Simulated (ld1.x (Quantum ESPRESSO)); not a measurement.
What the settings do to the TM potential of gadolinium (Gd)

Base potential:

ld1.x (Quantum ESPRESSO) 7.5 input, shortened:

```
&input
   title='Gd', zed=64., rel=2, dft='PBESOL', iswitch=3,
   config='[Xe] 4f7 5d1 5f-2 6s1.75 6p0', rel_dist='average'
 /
 &inputp
   pseudotype=2, tm=.true., lloc=2,
   nlcc=.true., rcore=1.45
 /
4
6S  1  0   1.75   0.00  3.55  3.55  0.0
6P  2  1   0.00   0.00  3.80  3.80  0.0
5F  4  3  -2.00   0.30  3.80  3.80  0.0
5D  3  2   1.00   0.00  2.15  2.15  0.0
 &test
   configts(1)='5d1 6s1.75 6p0'
 /
```

Open shells are filled in proportion to 2j + 1 (rel_dist='average').

All-electron outer shells of the reference configuration (PBEsol, scalar-relativistic, ld1.x):

```csv
shell,level (eV),outermost node (bohr),outermost maximum (bohr)
5p,-28.75,0.70,1.35
4f,-10.20,–,0.56
6s,-5.38,1.60,3.33
5d,-3.93,0.79,1.95
6p,-2.35,1.92,4.39
```

Cutoffs, loose and tight: the cutoffs (Ry, on a coarse ladder) from which the occupation-weighted sum of valence levels, in a spherical-Bessel basis at the reference potential, stays within 10 and 1 mRy of its value at 400 Ry. They do not see the model core or the augmentation charge, which bear on the density cutoff. Test errors are all-electron minus pseudo excitation energies from the reference, over the configurations 5d1 6s2 6p0; 5d1 6s1 6p0; 5d1 6s0 6p0; 5d0 6s2 6p0; 5d1 6s0 6p1; 5d1 6s0 6p2; 5d2 6s1 6p0. A dash means not determined; rows that change the core or the reference have their own tests. The largest error is taken over the tests solved by every variant that gives reliable tests at all: 5d0 6s2 6p0; 5d1 6s0 6p0; 5d1 6s1 6p0; 5d1 6s2 6p0; 5d2 6s1 6p0.

A true bound ghost makes a file unfit for plane-wave use even where its test errors are small: the radial tests pick states by their node count and pass the ghost by. Where a test does run into it, the solver fails or the error is huge.

```csv
change,outcome,"cutoff, loose","cutoff, tight",bound ghosts,largest test error (meV)
base,"generated, misses its reference levels by 0.17 eV",15 Ry,18 Ry,"s, p3/2, p1/2",-122
core correction a·sin(br)/r model core inside 0.88 bohr,"generated, misses its reference levels by 0.17 eV",15 Ry,18 Ry,"s, p3/2, p1/2",-122
core correction a·sin(br)/r model core inside 1.10 bohr,"generated, misses its reference levels by 0.17 eV",15 Ry,18 Ry,"s, p3/2, p1/2",-122
core correction a·sin(br)/r model core inside 1.32 bohr,"generated, misses its reference levels by 0.17 eV",15 Ry,18 Ry,"s, p3/2, p1/2",-122
core correction a·sin(br)/r model core inside 1.54 bohr,"generated, misses its reference levels by 0.17 eV",15 Ry,18 Ry,"s, p3/2, p1/2",-122
core correction a·sin(br)/r model core inside 1.78 bohr,"generated, misses its reference levels by 0.17 eV",15 Ry,18 Ry,"s, p3/2, p1/2",-121
core correction a·sin(br)/r model core inside 1.94 bohr,"generated, misses its reference levels by 0.17 eV",15 Ry,18 Ry,"s, p3/2, p1/2",-118
core correction a·sin(br)/r model core inside 2.18 bohr,"generated, misses its reference levels by 0.17 eV",15 Ry,18 Ry,"s, p3/2, p1/2",-109
core correction a·sin(br)/r model core inside 2.34 bohr,"generated, misses its reference levels by 0.17 eV",15 Ry,18 Ry,"s, p3/2, p1/2",-100
```

(1) What comes out with this change to the base: core correction none?

(2) What comes out with this change to the base: core correction a·sin(br)/r model core inside 2.54 bohr?

Results:

(1) outcome: generated, misses its reference levels by 0.17 eV; cutoff, loose: 15 Ry; cutoff, tight: 18 Ry; bound ghosts: s, p3/2, p1/2; largest test error (meV): +150.

(2) outcome: generated, misses its reference levels by 0.17 eV; cutoff, loose: 15 Ry; cutoff, tight: 18 Ry; bound ghosts: s, p3/2, p1/2; largest test error (meV): -79.
